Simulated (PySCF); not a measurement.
Isomers of C6H10OSi, mass 126.050 u with the commonest isotopes. Level of theory: CAM-B3LYP/def2-SVPD in PySCF (dipole) on a GFN2-xTB geometry, gas phase. One conformer each, none proved a minimum here; rigid rotors.

Question: Order these by radius of gyration √(Σ m r²/M), smallest first.
A. `[CH2:1]=[CH:2][SiH2:3][O:4][C:5]1=[CH:6][CH2:7][CH2:8]1` with C1–C2–Si3–O4 178°, C2–Si3–O4–C5 180°, Si3–O4–C5–C6 178°
B. `[SiH3:1][O:2][C@@:3]12[CH:4]=[CH:5][CH2:6][C@@H:7]1[CH2:8]2` with Si1–O2–C3–C4 -59°
C. `[CH2:1]=[CH:2]/[CH:3]=[CH:4]\[C:5](=[CH2:6])[O:7][SiH3:8]` with C1–C2–C3–C4 180°, C3–C4–C5–C6 180°, C4–C5–O7–Si8 180°

Answer: B (2.005 Å), C (2.307 Å), A (2.461 Å).

Question: Order these by dipole moment, largest first.
A. `[SiH3:1][O:2][C@@:3]12[CH:4]=[CH:5][CH2:6][C@@H:7]1[CH2:8]2` with Si1–O2–C3–C4 -59°
B. `[CH2:1]=[CH:2][SiH2:3][O:4][C:5]1=[CH:6][CH2:7][CH2:8]1` with C1–C2–Si3–O4 178°, C2–Si3–O4–C5 180°, Si3–O4–C5–C6 178°
C. `[CH2:1]=[CH:2]/[CH:3]=[CH:4]\[C:5](=[CH2:6])[O:7][SiH3:8]` with C1–C2–C3–C4 180°, C3–C4–C5–C6 180°, C4–C5–O7–Si8 180°

Answer: A (1.24 D), B (0.96 D), C (0.51 D).

Question: Order these by rotational constant C, largest first.
A. `[SiH3:1][O:2][C@@:3]12[CH:4]=[CH:5][CH2:6][C@@H:7]1[CH2:8]2` with Si1–O2–C3–C4 -59°
B. `[CH2:1]=[CH:2]/[CH:3]=[CH:4]\[C:5](=[CH2:6])[O:7][SiH3:8]` with C1–C2–C3–C4 180°, C3–C4–C5–C6 180°, C4–C5–O7–Si8 180°
C. `[CH2:1]=[CH:2][SiH2:3][O:4][C:5]1=[CH:6][CH2:7][CH2:8]1` with C1–C2–Si3–O4 178°, C2–Si3–O4–C5 180°, Si3–O4–C5–C6 178°

Answer: A (1111 MHz), B (756.7 MHz), C (667.1 MHz).

```
                     SMILES  point group  Ia (u·Å²)  Ib (u·Å²)  Ic (u·Å²)      κ  μa (D)  μb (D)  μc (D)
[SiH3]O[C@@]12C=CC[C@@H]1C2           C1     147.20     411.02     454.81  -0.90    0.95    0.50    0.63
       C=C/C=C\C(=C)O[SiH3]           Cs     197.34     476.28     667.87  -0.66    0.50    0.10    0.00
          C=C[SiH2]OC1=CCC1      near Cs      69.04     700.69     757.60  -0.98    0.60    0.75    0.01
```
